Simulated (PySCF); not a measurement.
Species: C₄H₅F₃OSi.
Geometry (PBE0-D3(BJ)/def2-SVP, Å), atoms numbered from 1 in this order:
```
atom  x, y, z in Å
F1    -3.8452    0.0075    1.4417
C2    -3.0620   -0.1127    0.4020
F3    -3.7323   -0.3384   -0.7044
C4    -1.7233   -0.0175    0.4436
F5    -1.1678    0.2154    1.6320
C6    -0.8773   -0.1529   -0.7180
C7     0.4656   -0.0903   -0.7576
O8     1.2454    0.1129    0.3151
Si9    2.9246    0.2048    0.3241
H10   -1.3909   -0.3260   -1.6646
H11    0.9728   -0.2125   -1.7242
H12    3.5025   -1.0611   -0.2182
H13    3.3079    0.4054    1.7429
H14    3.3752    1.3485   -0.5236
```

Computed with PySCF at PBE0/pcSseg-1, non-relativistic, on one gas-phase PBE0-D3(BJ)/def2-SVP geometry that isn't relaxed in the solvent. The solvent is an IEF-PCM continuum (van der Waals radii × 1.2). The model holds no explicit solvent molecules, cavitation or dispersion.

```tsv
run	E − E(gas) (kcal/mol)	HOMO (eV)	HOMO–LUMO gap (eV)	dipole (D)
gas	0.00	-6.19	5.53	2.95
P	-1.39	-6.18	5.55	3.25
Q	-3.13	-6.19	5.57	3.59
```

Question: The runs were made in cyclohexane and dichloromethane. Which run belongs to which solvent?

Answer: P = cyclohexane, Q = dichloromethane. The dielectric constants are 2.017 (cyclohexane), 8.93 (dichloromethane), and the energy falls further as ε rises. In this model the ground state sees the solvent through ε alone.

Question: How constant is the ratio of the lowering to (ε − 1)/(2ε + 1)?

Answer: 
```tsv
solvent	(ε − 1)/(2ε + 1)	E − E(gas) (kcal/mol)	ratio (kcal/mol)	polarisation term (kcal/mol)
cyclohexane	0.202	-1.39	-6.9	-1.47
dichloromethane	0.420	-3.13	-7.5	-3.54
```

The ratio changes by +7.9 % in size from cyclohexane to dichloromethane. The polarisation term is half the interaction of the solute with the induced surface charges.
